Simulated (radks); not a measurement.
V IV, 20 electrons, occupied as [Ar] 4s2 (not the ground configuration).

Calculated with a radial shooting solver on a logarithmic mesh with Libxc functionals: scalar-relativistic Kohn-Sham, PBE, spin-polarised, spherical densities, point nucleus.

Energy parts (eV):
part                      energy
total                 -25746.158
kinetic                25989.089
electron-nucleus      -60285.593
Hartree                 9733.680
exchange-correlation   -1183.334

Orbitals (lengths in bohr, moments of r in powers of bohr; r(max) is where P^2 peaks; r(90%) holds 90 % of the orbital's charge):
| orbital | occ. | eigenvalue (eV) | r(max) | <1/r> | r(90%) |
|---|---|---|---|---|---|
| 1s | 2 | -5417.257 | 0.04350 | 22.84 | 0.119 |
| 2s | 2 | -658.2727 | 0.2556 | 4.799 | 0.478 |
| 2p | 6 | -558.5606 | 0.2083 | 4.699 | 0.450 |
| 3s | 2 | -119.4797 | 0.8049 | 1.548 | 1.35 |
| 3p | 6 | -92.3710 | 0.8212 | 1.436 | 1.45 |
| 3d | 0 | -50.9085 | 0.7966 | 1.200 | 1.69 |
| 4s | 2 | -32.9782 | 2.142 | 0.5735 | 3.35 |
| 4p | 0 | -26.3245 | 2.370 | 0.5115 | 3.76 |

The highest occupied level is 4s at -32.978 eV. The configuration is held as typed, so some empty levels lie below it. The density falls to 0.001 e/bohr^3 at r = 3.77 bohr. Summed over all electrons, <r^2> = 21.29 bohr^2, which gives a Langevin (diamagnetic) susceptibility term of -16.9 x 10^-6 cm^3/mol.
